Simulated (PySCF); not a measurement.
## `[C-]#[N+]c1cccn1C`, C$_{6}$H$_{6}$N$_{2}$

Molfile (atoms numbered from 1):
```
C6H6N2
     RDKit          3D

 14 14  0  0  0  0  0  0  0  0999 V2000
   -1.6971    2.0960   -1.0210 C   0  0  0  0  0  0  0  0  0  0  0  0
   -0.7829    1.4251   -0.7000 N   0  0  0  0  0  0  0  0  0  0  0  0
    0.2586    0.6378   -0.3236 C   0  0  0  0  0  0  0  0  0  0  0  0
    1.6245    0.8531   -0.4007 C   0  0  0  0  0  0  0  0  0  0  0  0
    2.2402   -0.3007    0.1364 C   0  0  0  0  0  0  0  0  0  0  0  0
    1.2342   -1.1682    0.5172 C   0  0  0  0  0  0  0  0  0  0  0  0
    0.0283   -0.5953    0.2364 N   0  0  0  0  0  0  0  0  0  0  0  0
   -1.2751   -1.1622    0.4751 C   0  0  0  0  0  0  0  0  0  0  0  0
    2.0991    1.7452   -0.8011 H   0  0  0  0  0  0  0  0  0  0  0  0
    3.3081   -0.4818    0.2359 H   0  0  0  0  0  0  0  0  0  0  0  0
    1.2847   -2.1562    0.9696 H   0  0  0  0  0  0  0  0  0  0  0  0
   -1.8589   -0.5304    1.1610 H   0  0  0  0  0  0  0  0  0  0  0  0
   -1.8364   -1.2657   -0.4655 H   0  0  0  0  0  0  0  0  0  0  0  0
   -1.1524   -2.1544    0.9252 H   0  0  0  0  0  0  0  0  0  0  0  0
  1  2  3  0
  2  3  1  0
  3  4  2  0
  4  5  1  0
  5  6  2  0
  6  7  1  0
  7  8  1  0
  7  3  1  0
  4  9  1  0
  5 10  1  0
  6 11  1  0
  8 12  1  0
  8 13  1  0
  8 14  1  0
M  CHG  2   1  -1   2   1
M  END
```

The calculation used PySCF, quadratic response CAM-B3LYP/aug-cc-pVDZ first hyperpolarisability, Taylor convention, gas phase. Geometry: PBE0-D3(BJ)/def2-SVP.

(1) Give the tensor of the second harmonic β(−2ω;ω,ω) at 1907 nm in the axes of these coordinates.

Answers

(1) In au, Taylor convention; rows are the first index (the induced dipole):
```csv
,xx,yy,zz,xy,xz,yz
x,+174.6,+127.5,-15.1,-187.6,+90.2,-87.8
y,-186.7,-54.4,-2.6,+130.0,-88.7,+54.9
z,+89.8,+54.8,-28.9,-88.8,-14.2,-2.8
```
Norm of βᵢ = ⅓ Σⱼ (βᵢⱼⱼ + βⱼᵢⱼ + βⱼⱼᵢ): 396.1 au, hyper-Rayleigh value 194.1 au.
